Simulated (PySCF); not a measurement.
FH₃O₃Si.

```xyz
8

O     -1.1614    -1.0310    -0.5537
Si     0.0000     0.0000    -0.0207
O      1.4735    -0.4903    -0.5537
O     -0.3121     1.5213    -0.5537
F      0.0000     0.0000     1.6052
H     -1.0820    -1.9575    -0.2888
H      2.2362     0.0417    -0.2888
H     -1.1542     1.9158    -0.2888
```

Coordinates come from a TPSSh-D3(BJ)/def2-SVP optimisation. Other conformers were not sampled.

The numbers are results of KT2/pcSseg-1 (PySCF), not measurements. Non-relativistic, no solvent.

### Question
Give the absolute GIAO shielding of each atom: isotropic value and principal components (ppm). (The exact figures need the calculation; the answer reports its results.)

### Answer

```csv
atom,σ(iso),σ11,σ22,σ33,span
O1,285.9,261.3,272.4,324.0,62.7
Si2,426.7,404.3,437.9,437.9,33.6
O3,285.9,261.3,272.4,324.0,62.7
O4,285.9,261.3,272.4,324.0,62.7
F5,301.9,256.9,256.9,392.0,135.1
H6,29.3,21.6,23.7,42.5,20.9
H7,29.3,21.6,23.7,42.5,20.9
H8,29.3,21.6,23.7,42.5,20.9
```
